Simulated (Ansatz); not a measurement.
Cartesian coordinates (Å):
```xyz
14

B      2.3007    -0.0791    -0.0768
C      0.9328    -0.7617    -0.1371
C     -0.2696    -0.1641     0.0055
C     -1.5466    -0.9467    -0.0761
C     -0.4738     1.2988     0.2562
H      2.4216     1.0899     0.1132
H      3.2898    -0.7269    -0.2241
H      0.8962    -1.8347    -0.3142
H     -1.3660    -2.0013    -0.2727
H     -2.1062    -0.8513     0.8584
H     -2.1878    -0.5429    -0.8641
H     -1.0891     1.7258    -0.5401
H      0.4574     1.8516     0.3175
H     -1.0316     1.4376     1.1861
```
Charge 0, multiplicity 1.

Level of theory: frozen-core CCSD(T)/cc-pVTZ // M06-2X/def2-TZVP (Ansatz, a quantum-chemistry and plane-wave program).

```yaml
HF energy: -181.43141 Ha
MP2 correlation energy: -0.77882 Ha
```

Estimate the CCSD correlation energy, the (T) correction, the total energy and the T1 diagnostic.


- CCSD correlation energy = -0.83115 Ha
- (T) correction = -0.03521 Ha
- CCSD(T) total energy = -182.29778 Ha
- T1 diagnostic = 0.011
